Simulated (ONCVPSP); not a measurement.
Sn: excitation energies, all-electron against ONCV

ONCVPSP 4.0.1 input, shortened (lines: element, Z, core and valence counts, functional; n l f; lmax; l rc ep ncon nbas qcut; lloc lpopt rc5 dvloc0; l nproj debl; icmod fcfact rcfact), LDA (Perdew-Zunger), scalar-relativistic:

```
  Sn 50.00    6    5        3      upf
    1    0    2.00
    2    0    2.00
    2    1    6.00
    3    0    2.00
    3    1    6.00
    3    2   10.00
    4    0    2.00
    4    1    6.00
    4    2   10.00
    5    0    2.00
    5    1    2.00
    3
    0    1.35    0.00    3    7   11.80
    1    1.55    0.00    3    6   10.00
    2    1.70    0.00    5   10   10.00
    3    1.35    0.34    3    7    9.10
    4    5    1.00    0.00
    0    2    0.70
    1    2    3.70
    2    2    1.90
    3    1    2.80
    1    0.45    0.00
```

Energies are relative to the spin-unpolarised reference configuration 4s2 4p6 4d10 5s2 5p2; without spin polarisation the order of configurations can differ from experiment.

```
valence configuration  charge  ΔE all-electron (eV)  error AE − PS (meV)
 4s2 4p6 4d10 5s2 5p1      +1                 7.098                 -1.5
 4s2 4p6 4d10 5s2 5p0      +2                21.362                 -5.1
 4s2 4p6 4d10 5s1 5p0      +3                52.813                  -12
```

(1) What are ΔE and the potential's error for 4s2 4p6 4d10 5s0 5p4?

Levels in the configuration 4s2 4p6 4d10 5s1 5p0:

| level | all-electron (eV) | pseudo (eV) |
| --- | --- | --- |
| 4s | -163.332 | -163.368 |
| 4p | -119.206 | -119.237 |
| 4d | -55.274 | -55.278 |
| 5s | -36.459 | -36.461 |

## Answers

(1) ΔE = 14.400 eV all-electron; the error (AE − PS) is -0.7 meV.
